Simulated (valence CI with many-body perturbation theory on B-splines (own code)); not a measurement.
Energy levels of Mo²⁷⁺

Computed by valence CI with perturbative core correlation (CI+MBPT): five valence electrons over a frozen Dirac-Fock core [Ne], a basis of 9 s, 9 p, 8 d, 6 f, 3 g, 1 h functions for each j, with the one-electron correlation potential Σ1, the two-electron term Σ2, the three-electron term Σ3, Breit, model QED; selected CI, second order for the rest (own B-spline code, finite nucleus).

The last digits are not significant, and no measured levels were compared; by estimate large intervals hold to a few tenths of a per cent, small ones and those within an open d or f shell to about a per cent. Among the levels kept, up to 490 cm⁻¹ of a level comes from second order outside the variational space, and about a tenth of that is noise between levels of different J, which matters for small intervals.

Levels 1 to 45 of 48, with energies above the lowest level, 3s²3p³ ⁴S°_3/2. "Leading %" is the weight of the configuration and term that name the level; weights of strongly mixed levels are sums over their largest components and can fall short. In the jj column 3d3/2^4 stands for four electrons in 3d with j = 3/2. Lifetimes count E1, E2, E3, M1 and M2 decay at the calculated energies, and are blank where another channel may lead or the interval is too uncertain; long ones can be off by a factor of two.

| No. | Configuration | Term | J | E (cm⁻¹) | Leading % | Lifetime | g | Leading jj |
| --- | --- | --- | --- | --- | --- | --- | --- | --- |
| 1 | 3s²3p³ | ⁴S° | 3/2 | 0 | 46 |  | 1.549 | 3s^2 3p1/2^2 3p3/2 (91 %) |
| 2 | 3s²3p³ | ²D° | 3/2 | 156880 | 52 | 12.0 μs | 1.323 | 3s^2 3p1/2 3p3/2^2 (92 %) |
| 3 | 3s²3p³ | ²D° | 5/2 | 200800 | 98 | 60.8 μs | 1.197 | 3s^2 3p1/2 3p3/2^2 (98 %) |
| 4 | 3s²3p³ | ²P° | 1/2 | 258190 | 97 | 9.23 μs | 0.661 | 3s^2 3p1/2 3p3/2^2 (97 %) |
| 5 | 3s²3p³ | ²P° | 3/2 | 413540 | 59 | 3.52 μs | 1.254 | 3s^2 3p3/2^3 (95 %) |
| 6 | 3s3p⁴ | ⁴P | 5/2 | 721640 | 76 | 147 ps | 1.538 | 3s 3p1/2^2 3p3/2^2 (83 %) |
| 7 | 3s3p⁴ | ⁴P | 3/2 | 804440 | 39 | 78.3 ps | 1.319 | 3s 3p1/2^2 3p3/2^2 (47 %) |
| 8 | 3s3p⁴ | ⁴P | 1/2 | 830030 | 60 | 56.2 ps | 2.450 | 3s 3p1/2^2 3p3/2^2 (65 %) |
| 9 | 3s²3p²3d | ⁴F | 3/2 | 886020 | 34 | 143 ps | 1.058 | 3s^2 3p1/2^2 3d3/2 (51 %) |
| 10 | 3s3p⁴ | ²D | 3/2 | 943340 | 38 | 40.0 ps | 0.941 | 3s 3p1/2 3p3/2^3 (37 %) |
| 11 | 3s²3p²3d | ⁴F | 5/2 | 950090 | 40 | 72.3 ps | 1.162 | 3s^2 3p1/2^2 3d5/2 (57 %) |
| 12 | 3s3p⁴ | ²D | 5/2 | 973360 | 51 | 88.1 ps | 1.245 | 3s 3p1/2 3p3/2^3 (53 %) |
| 13 | 3s²3p²3d | ²P | 3/2 | 1002700 | 34 | 153 ps | 1.061 | 3s^2 3p1/2 3p3/2 3d3/2 (65 %) |
| 14 | 3s²3p²3d | ⁴D | 1/2 | 1011800 | 38 | 56.1 ps | 0.710 | 3s^2 3p1/2 3p3/2 3d3/2 (64 %) |
| 15 | 3s²3p²3d | ²F | 5/2 | 1030000 | 60 | 456 ps | 0.937 | 3s^2 3p1/2 3p3/2 3d3/2 (84 %) |
| 16 | 3s²3p²3d | ⁴F | 7/2 | 1057100 | 69 | 2.29 ns | 1.166 | 3s^2 3p1/2 3p3/2 3d3/2 (57 %) |
| 17 | 3s²3p²3d | ⁴D | 7/2 | 1071000 | 48 | 105 ns | 1.278 | 3s^2 3p1/2 3p3/2 3d5/2 (78 %) |
| 18 | 3s²3p²3d | ⁴D | 1/2 | 1080600 | 49 | 23.3 ps | 0.820 | 3s^2 3p1/2 3p3/2 3d3/2 (32 %) |
| 19 | 3s²3p²3d | ⁴D | 3/2 | 1099500 | 54 | 27.6 ps | 1.132 | 3s^2 3p1/2 3p3/2 3d5/2 (31 %) |
| 20 | 3s²3p²3d | ⁴F | 9/2 | 1109100 | 62 |  | 1.249 | 3s^2 3p1/2 3p3/2 3d5/2 (89 %) |
| 21 | 3s²3p²3d | ⁴D | 5/2 | 1127500 | 32 | 21.7 ps | 1.212 | 3s^2 3p1/2 3p3/2 3d5/2 (68 %) |
| 22 | 3s3p⁴ | ²P | 3/2 | 1187400 | 33 | 3.79 ps | 1.182 | 3s^2 3p1/2 3p3/2 3d3/2 (35 %) |
| 23 | 3s²3p²3d | ²G | 7/2 | 1190100 | 58 | 47.1 ps | 1.039 | 3s^2 3p1/2 3p3/2 3d5/2 (51 %) |
| 24 | 3s²3p²3d | ⁴P | 5/2 | 1194000 | 48 | 4.91 ps | 1.417 | 3s^2 3p1/2 3p3/2 3d3/2 (36 %) |
| 25 | 3s²3p²3d | ²P | 1/2 | 1201400 | 34 | 9.19 ps | 1.588 | 3s^2 3p3/2^2 3d5/2 (40 %) |
| 26 | 3s²3p²3d | ⁴P | 3/2 | 1219500 | 34 | 4.98 ps | 1.495 | 3s^2 3p1/2 3p3/2 3d5/2 (41 %) |
| 27 | 3s²3p²3d | ²S | 1/2 | 1224200 | 24 | 6.25 ps | 1.799 | 3s^2 3p1/2 3p3/2 3d3/2 (63 %) |
| 28 | 3s²3p²3d | ²D | 3/2 | 1252000 | 72 | 15.2 ps | 0.902 | 3s^2 3p1/2 3p3/2 3d5/2 (59 %) |
| 29 | 3s²3p²3d | ²D | 5/2 | 1272400 | 56 | 4.72 ps | 1.085 | 3s^2 3p1/2 3p3/2 3d5/2 (50 %) |
| 30 | 3s²3p²3d | ²F | 7/2 | 1275500 | 48 | 334 ps | 1.225 | 3s^2 3p3/2^2 3d5/2 (94 %) |
| 31 | 3s²3p²3d | ²G | 9/2 | 1300000 | 62 | 7.97 μs | 1.189 | 3s^2 3p3/2^2 3d5/2 (89 %) |
| 32 | 3s²3p²3d | ²P | 1/2 | 1325000 | 47 | 5.26 ps | 1.046 | 3s^2 3p1/2 3p3/2 3d5/2 (66 %) |
| 33 | 3s²3p²3d | ²P | 1/2 | 1344600 | 47 | 4.55 ps | 1.165 | 3s^2 3p3/2^2 3d3/2 (63 %) |
| 34 | 3s²3p²3d | ²D | 3/2 | 1363100 | 43 | 3.85 ps | 1.078 | 3s^2 3p3/2^2 3d3/2 (68 %) |
| 35 | 3s²3p²3d | ²D | 5/2 | 1364700 | 26 | 4.10 ps | 1.180 | 3s^2 3p3/2^2 3d3/2 (56 %) |
| 36 | 3s²3p²3d | ²F | 7/2 | 1401300 | 84 | 4.17 ps | 1.118 | 3s^2 3p3/2^2 3d3/2 (69 %) |
| 37 | 3s²3p²3d | ²D | 5/2 | 1415500 | 85 | 122 ps | 1.203 | 3s^2 3p3/2^2 3d5/2 (91 %) |
| 38 | 3s²3p²3d | ²P | 3/2 | 1441100 | 49 | 4.95 ps | 1.129 | 3s^2 3p3/2^2 3d3/2 (42 %) |
| 39 | 3s²3p²3d | ²S | 1/2 | 1481000 | 34 | 4.07 ps | 1.734 | 3s 3p3/2^4 (35 %) |
| 40 | 3s²3p²3d | ²D | 3/2 | 1497300 | 74 | 5.33 ps | 0.936 | 3s^2 3p3/2^2 3d5/2 (54 %) |
| 41 | 3s²3p²3d | ²D | 5/2 | 1512600 | 57 | 4.64 ps | 1.106 | 3s^2 3p3/2^2 3d5/2 (76 %) |
| 42 | 3s3p³3d | ⁶D° | 1/2 | 1552700 | 80 | 431 ps | 3.122 | 3s 3p1/2^2 3p3/2 3d3/2 (61 %) |
| 43 | 3s3p³3d | ⁶D° | 5/2 | 1554000 | 67 | 306 ps | 1.516 | 3s 3p1/2^2 3p3/2 3d3/2 (61 %) |
| 44 | 3s3p³3d | ⁶D° | 3/2 | 1554200 | 75 | 273 ps | 1.713 | 3s 3p1/2^2 3p3/2 3d3/2 (61 %) |
| 45 | 3s3p³3d | ⁶D° | 7/2 | 1561100 | 66 | 529 ps | 1.493 | 3s 3p1/2^2 3p3/2 3d3/2 (40 %) |

Names give the largest LS component (configuration and term), which can be under half, so a name can repeat, a term be missing and a line seem to break the LS rules; names also repeat where a configuration has a term twice.

The ionisation energy to 3s²3p² ³P0 of the next ion comes out as 1450.1 eV (NIST: 1462 ± 6 eV (semi-empirical)). All 48 levels together are meant to be complete up to 1652000 cm⁻¹.
